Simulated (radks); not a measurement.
The caesium ion Cs+ inside a hard spherical wall (all orbitals vanish at R), configuration held at [Xe] and not refilled when levels cross. Calculated with a radial shooting solver on a logarithmic mesh with Libxc functionals: scalar-relativistic Kohn-Sham, LDA (Slater exchange, Perdew-Wang correlation), spin-polarised, spherical densities, point nucleus. Eigenvalues in eV for spin up, with the zero of energy where the potential of the charges vanishes at infinity; a dash marks a level that is unbound or too diffuse for the functional's potential to be trusted. A positive occupied level is held by the wall or, in an anion where self-interaction has pushed it up, behind a barrier. The pressure on the wall is -dE/dV.

R (bohr)  E (hartree)  kinetic (hartree)    e(4p)    e(4d)    e(5s)    e(5p)  e(6s, empty)  e(5d, empty)  pressure (GPa)
free       -7780.6867           8196.024  -165.80  -79.569  -32.181  -18.829        -5.647        -4.470               0
20         -7780.6867           8196.024  -165.80  -79.569  -32.181  -18.829        -5.647        -4.470        < 0.0001
15         -7780.6867           8196.024  -165.80  -79.569  -32.181  -18.829        -5.646        -4.469        < 0.0001
12         -7780.6867           8196.024  -165.80  -79.569  -32.181  -18.829        -5.638        -4.465        < 0.0001
10         -7780.6867           8196.024  -165.80  -79.569  -32.181  -18.829        -5.585        -4.442        < 0.0001
8          -7780.6867           8196.025  -165.80  -79.565  -32.178  -18.826        -5.255        -4.313         0.00472
5          -7780.6556           8196.304  -164.99  -78.768  -31.554  -18.163         0.809        -1.942            5.85
3.5        -7780.0627           8199.809  -158.47  -72.420  -26.417  -12.074        27.096         9.006             239
3          -7778.9644           8205.013  -151.58  -65.784  -20.073   -4.260        54.703        20.941             921
2.5        -7775.7395           8218.266  -138.76  -53.513   -5.181   13.967        111.90        46.524            4040
